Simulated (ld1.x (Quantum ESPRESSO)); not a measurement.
**platinum: one change to a TM potential, before and after**

```json
{
  "Element": "Pt (Z = 78)",
  "Generator": "ld1.x (Quantum ESPRESSO) 7.5",
  "Type": "norm-conserving Troullier–Martins (Kleinman–Bylander form)",
  "Functional": "PBE",
  "Relativity": "scalar-relativistic",
  "Frozen core": "[Xe] 4f14",
  "Valence charge": "10",
  "Reference configuration": "5d9 6s0.5 6p0.5",
  "Partial waves": "6s (bound): rc 2.15 bohr; 6p (bound): rc 2.95 bohr; 5d (bound): rc 1.30 bohr; 5f channel at 0.05 Ry: rc 2.85 bohr",
  "Local potential": "all-electron potential smoothed inside 2.25 bohr (lloc = -2)",
  "Core correction": "none"
}
```

All-electron outer shells of the reference configuration (PBE, scalar-relativistic, ld1.x):

| shell | level (eV) | outermost node (bohr) | outermost maximum (bohr) |
| --- | --- | --- | --- |
| 4f | -71.15 | – | 0.38 |
| 5p | -57.12 | 0.53 | 0.98 |
| 5d | -7.20 | 0.57 | 1.26 |
| 6s | -6.46 | 1.14 | 2.35 |
| 6p | -1.40 | 1.36 | 3.55 |

Change: all radii scaled by about 0.82 (s 1.76, p 2.40, d 1.06, f 2.32 bohr); local potential all-electron potential smoothed inside 1.84 bohr (lloc = -2).

Cutoffs: the cutoffs (Ry, on a coarse ladder) from which the occupation-weighted sum of valence levels, in a spherical-Bessel basis at the reference potential, stays within 10 and 1 mRy of its value at 400 Ry; they do not see the model core or the augmentation charge, which bear on the density cutoff. Errors are all-electron minus pseudo energies relative to the spin-unpolarised reference configuration.

Task: What does the change do?

Result: The potential gets harder (50 Ry and 80 Ry → 140 Ry and 230 Ry); of the 7 tests that both files solve, the error grows in 3 and shrinks in 4 by more than 15 % and 0.3 meV (median size 8.7 → 8.8 meV); neither file shows a bound ghost. A smaller radius makes the pseudo-wave follow the all-electron one further in, where it bends more sharply, so more plane waves are needed.

| quantity | base | changed |
| --- | --- | --- |
| cutoff, loose | 50 Ry | 140 Ry |
| cutoff, tight | 80 Ry | 230 Ry |
| loose cutoff by channel (10 mRy a level) | s 8 Ry, p 6 Ry, d 35 Ry | s 21 Ry, p 6 Ry, d 90 Ry |
| bound ghosts | none | none |
| error for 5d9 6s1 6p0, meV [ΔE -2.46 eV] | +1.6 | +2.6 |
| error for 5d9 6s0 6p0, meV [ΔE 6.73 eV] | -0.3 | +2.9 |
| error for 5d8 6s0 6p0, meV [ΔE 26.70 eV] | +2.9 | +14 |
| error for 5d8 6s2 6p0, meV [ΔE -1.46 eV] | -39 | +19 |
| error for 5d8 6s1 6p1, meV [ΔE 4.11 eV] | -43 | +8.8 |
| error for 5d9.5 6s0.5 6p0, meV [ΔE -2.58 eV] | -8.7 | -4.4 |
| error for 5d7 6s0 6p0, meV [ΔE 58.92 eV] | -98 | -46 |
